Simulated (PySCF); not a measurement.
# `C#CC=C=C(C#C)OC`, C₈H₆O

Geometry:
```csv
atom,x (Å),y (Å),z (Å)
C1,3.354,1.758,1.004
C2,2.617,1.029,0.372
C3,1.779,0.168,-0.395
C4,0.495,-0.022,-0.162
C5,-0.785,-0.234,0.104
C6,-1.180,-1.294,0.980
C7,-1.497,-2.198,1.723
O8,-1.815,0.485,-0.398
C9,-1.461,1.555,-1.236
H10,3.998,2.403,1.571
H11,2.260,-0.359,-1.234
H12,-1.782,-2.997,2.382
H13,-2.396,2.047,-1.533
H14,-0.813,2.277,-0.710
H15,-0.929,1.201,-2.136
```

The calculation used TDDFT CAM-B3LYP/aug-cc-pVDZ circular dichroism and optical rotation, one conformer, IEF-PCM tetrahydrofuran (non-equilibrium linear response, no local-field factor) (PySCF). Geometry: PBE0-D3(BJ)/def2-SVP.

No stereocentre is labelled: unless the shape is locked (an allene, a helicene, a hindered biaryl), the mirror image is equally populated and a measured rotation or CD is zero.

**Question.** What is the specific rotation at 633, 589.3, 546, 436, 405, 365, 355 nm?

**Answer.** [α] in deg dm⁻¹ (g/mL)⁻¹:
```
λ (nm)  origin-invariant length gauge  modified velocity gauge  length gauge (centre of mass)  isotropic polarisability (au)
   633                         -246.4                   -236.3                         -247.9                          130.3
 589.3                         -295.7                   -283.6                         -297.5                          131.5
   546                         -361.8                   -347.2                         -364.0                          133.1
   436                         -695.2                   -666.6                         -699.3                          140.3
   405                         -881.4                   -844.1                         -886.6                          143.9
   365                        -1250.7                  -1191.5                        -1258.2                          151.0
   355                        -1369.4                  -1300.1                        -1377.8                          153.4
```

The shortest wavelength is close to the first absorption, where this undamped response comes out too large.

**Question.** And for the mirror image at 589.3 nm?

**Answer.** +295.7 deg dm⁻¹ (g/mL)⁻¹ (origin-invariant length gauge): the same size and the opposite sign.

**Question.** What is the molar rotation [Φ] = [α]·M/100 of the geometry above at 589.3 nm?

**Answer.** With M = 118.14 g/mol, -349.3 deg cm² dmol⁻¹ (origin-invariant length gauge).

The first excitation lies at 4.01 eV (309 nm) with R = +1.7 × 10⁻⁴⁰ esu² cm² (velocity form).
